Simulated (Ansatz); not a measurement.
Mulliken charges of C2H6AlBr, SMILES `[CH3][AlH][CH2]Br` from r2SCAN/def2-TZVPP in Ansatz (PBE0-D4/def2-TZVP geometry).

```
atom   x (Å)   y (Å)   z (Å)  charge (e)
  C1  -1.479   0.321  -0.788      -0.382
 Al2  -0.163  -0.805   0.090       0.555
  C3   1.538  -0.065   0.755      -0.277
 Br4   1.690   1.846   0.371      -0.167
  H5  -1.043   0.810  -1.665       0.075
  H6  -1.797   1.130  -0.121       0.074
  H7  -2.366  -0.229  -1.106       0.072
  H8  -0.368  -2.366   0.330      -0.156
  H9   1.655  -0.163   1.836       0.103
 H10   2.415  -0.532   0.302       0.103
```

Problem. By hand: the dipole of these point charges (1 e Å = 4.8032 D).

Solution. Σ q r = (-0.139, -0.434, 0.035) e Å, of length 0.457 e Å = 2.20 D.

Problem. How does the dipole of the full density compare? (Estimate.)

Solution. Computed: (-0.111, -0.276, 0.015) e Å, 1.43 D; the point charges give 1.54 times that, at 4° from its direction.

Point charges leave out the atoms' own dipoles, such as those of lone pairs, and Mulliken's split depends on the basis, so the two needn't agree.
